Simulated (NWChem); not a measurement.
# MoNH3S2O; SMILES [NH]=[Mo]([OH])(=[S])[SH]

```xyz
8

Mo     0.2476    -0.1014    -0.0464
N      0.8611    -0.0428    -1.6420
H      0.8635    -0.3345    -2.6199
S     -1.2320    -1.6035     0.1253
O      1.6241    -0.3735     1.1872
H      2.5599    -0.2912     0.9670
S     -0.7328     2.0064     0.1441
H     -1.4068     1.7256     1.2854
```
Atoms are numbered in this order, from 1.

All runs: NWChem. All runs use the structure optimised with PBE0/def2-SVP. No frequency run checked for a minimum. def2 effective core potentials on Mo; no spin-orbit coupling. Total energies compare along this basis series because the functional is fixed.

```
level           basis functions  energy (Ha)  highest occupied level (eV)  orbital gap (eV)  dipole (D)  relative time
--------------  ---------------  -----------  ---------------------------  ----------------  ----------  -------------
PBE/def2-SVP                110    -995.7156                        -6.23              3.12        2.39              1
PBE/def2-SVPD               155    -995.7376                        -6.43              3.03        2.36              3
PBE/def2-TZVP               194    -996.1707                        -6.32              3.05        2.35              3
PBE/def2-TZVPD              236    -996.1740                        -6.37              3.03        2.33              5
PBE/def2-TZVPP              244    -996.1776                        -6.33              3.07        2.34              5
```

The last column is a rough cost ratio, cheapest run = 1.
